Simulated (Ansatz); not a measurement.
Ansatz (a quantum-chemistry and plane-wave program) input:
A basis named .json is the Basis Set Exchange file of that set.

Ansatz 0.2 input:
```yaml
crystal:
  periodic: [false, false, false]
  atoms:
    - {symbol: Si, position_ang: [0.28113023, -0.21772139, 0.37791859]}
    - {symbol: O, position_ang: [0.97574985, -0.05763724, -1.00385569]}
    - {symbol: F, position_ang: [-1.30464689, 0.38991083, 0.30444279]}
basis:
  gaussian:
    orbitals: aug-cc-pV_D+d_Z.json
total_charge: -1
magnetization: {spin_polarized: false}
correlation: {method: ccsd_t, electrons: outside_noble_gas}
output: {forces: true}
```

Task: What final total energy does it print?

Result: -463.89479 Eh (CCSD(T)/aug-cc-pV(D+d)Z). The basis has 78 functions.
